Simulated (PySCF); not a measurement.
Peak assignment

Bonds (- single, = double, # triple, : aromatic): C1-N2, N2-Si3, Si3-P4, Si3-C5, C5:C6, C6:C7, C7:C8, C8:C9, C9:N10, N10:C5. C1 carries H11, H12, H13; N2 carries H14; Si3 carries H15; P4 carries H16, H17; C6 carries H18; C7 carries H19; C8 carries H20; C9 carries H21. Stereochemistry as in CN[Si@H](P)c1ccccn1.

- NMR shieldings at PBE0/pcSseg-1/GIAO
- geometry from GFN2-xTB
- program: PySCF 2.14
- one averaged value for each set of equivalent atoms, a single conformation, non-relativistic Hamiltonian, in vacuum

Scale: 13C, 1H against TMS (reference shieldings calculated alike).

Q: Assign these signals to the numbered atoms. 13C{1H} NMR (computed): δ 170.3 (C), 155.2 (CH), 140.1 (CH), 134.1 (CH), 128.3 (CH), 32.3 (CH3).

A: 
170.3 → C5, substituted aromatic carbon next to a ring nitrogen
155.2 → C9, aromatic CH next to a ring nitrogen: the adjacent pyridine-type nitrogen withdraws density from it
140.1 → C7, aromatic CH
134.1 → C6, aromatic CH: the aromatic region
128.3 → C8, aromatic CH
32.3 → C1, methyl carbon bonded to N: the inductive effect lowers its shielding

Q: Assign these signals to the numbered atoms. 1H NMR (400 MHz, computed): δ 9.00 (d, 1H), 7.85 (m, 1H), 7.51 (m, 1H), 7.37 (m, 1H), 6.18 (m, 1H), 2.81 (s, 3H), 1.24 (m, 2H), 0.61 (br s, 1H).

A: 
| δ (ppm) | atoms | environment | reason |
| --- | --- | --- | --- |
| 9.00 | H21 | hydrogen on an aromatic CH next to a ring nitrogen | ring current plus the neighbouring ring nitrogen |
| 7.85 | H19 | hydrogen on an aromatic CH | ring-current deshielding |
| 7.51 | H18 | hydrogen on an aromatic CH | – |
| 7.37 | H20 | hydrogen on an aromatic CH | – |
| 6.18 | H15 | hydrogen on a silicon bonded to C, N, P | – |
| 2.81 | H11/H12/H13 | hydrogen on a methyl carbon bonded to N | its carbon carries N, hence the downfield position |
| 1.24 | H16/H17 | hydrogen on a phosphorus bonded to Si | – |
| 0.61 | H14 | hydrogen on a nitrogen bonded to C, Si | labile proton, position sensitive to the medium |

The OH or NH signal is concentration- and solvent-dependent in practice; the value given is the gas-phase one. Splittings by 31P in the carbon and heteronuclear signals aren't shown, as no couplings were computed. Shifts are as computed. Against solution values, carbons near 30 ppm lie about +3 ppm off and those near 130 ppm about +5 ppm. Of 1309 compounds with measured shifts, 239 miss one by over three times the rms of a fit or turn the order of signals round; such compounds aren't used in these exercises. No couplings were computed; multiplicities are counted from neighbouring protons, with m where these are inequivalent, close in shift, in a saturated or five-membered ring or joined by F or P, and br s for small geminal =CH2 splittings.
